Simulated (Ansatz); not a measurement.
Ansatz (a quantum-chemistry and plane-wave program) input (CCSD(T)/def2-SVPD):

Ansatz 0.2 input:
```yaml
crystal:
  periodic: [false, false, false]
  atoms:
    - {symbol: Ga, position_ang: [0.00000000, 0.00000000, 0.00000000]}
    - {symbol: I, position_ang: [0.00000000, 0.00000000, 2.38685459]}
    - {symbol: I, position_ang: [-0.00000000, -0.00000000, -2.38685459]}
basis:
  gaussian:
    orbitals: def2-SVPD
total_charge: 1
magnetization: {spin_polarized: false}
correlation: {method: ccsd_t, electrons: outside_noble_gas}
output: {forces: true}
```

Output:

```
Functional definition: HF
integrals: 0.19 GiB planned
1245 factors; integrals over basis functions are off by at most 2.2e-4 eV
mean field: 0.70 GiB planned
mean field evaluation 1: about -68466.5376 eV, gradient 1.8e1 eV
mean field evaluation 2: about -68466.5798 eV, gradient 1.9e1 eV
mean field evaluation 4: about -68467.8602 eV, gradient 1.9e0 eV
mean field evaluation 8: about -68467.8743 eV, gradient 1.3e-1 eV
mean field evaluation 16: about -68467.4049 eV, gradient 1.3e1 eV
mean field -68467.87440590 eV, -2516.1479752248 hartree, gradient 2.8e-6 eV, S^2 0.000000; 0 other end points of the search recorded, 0 dependent functions left out
32 core orbitals not correlated
reference -68467.87440590 eV, -2516.1479752248 hartree; 8, 8 occupied and 68, 68 virtual orbitals, 1245 factors
densities: 0.43 GiB planned
second order -6.57965650 eV of doubles, -0.00000000 eV of singles
coupled cluster: 0.30 GiB planned
cycle   1  -6.98352121 eV  change   -4.0e-1 eV  update   8.3e-2
cycle   2  -7.16189349 eV  change   -1.8e-1 eV  update   2.5e-2
cycle   3  -7.20633995 eV  change   -4.4e-2 eV  update   1.5e-2
cycle   4  -7.20304626 eV  change    3.3e-3 eV  update   3.8e-3
cycle   5  -7.20175923 eV  change    1.3e-3 eV  update   1.1e-3
cycle   6  -7.20167925 eV  change    8.0e-5 eV  update   3.1e-4
cycle   7  -7.20167862 eV  change    6.2e-7 eV  update   9.8e-5
cycle   8  -7.20169623 eV  change   -1.8e-5 eV  update   3.2e-5
cycle   9  -7.20169415 eV  change    2.1e-6 eV  update   9.6e-6
cycle  10  -7.20169179 eV  change    2.4e-6 eV  update   2.8e-6
perturbative correction -0.26792902 eV, -0.0098462098 hartree
the calculation of the forces begins
Total energy: -68475.34402672 eV, -2516.4224787266 hartree
Atom 0 at     0.000000     0.000000     0.000000 Å, force    -0.000000     0.000000    -0.000000 eV/Å
Atom 1 at     0.000000     0.000000     2.386855 Å, force     0.000000     0.000000     0.308996 eV/Å
Atom 2 at    -0.000000    -0.000000    -2.386855 Å, force    -0.000000    -0.000000    -0.308996 eV/Å
Dipole moment:     0.000000     0.000000    -0.000000 e Å
```
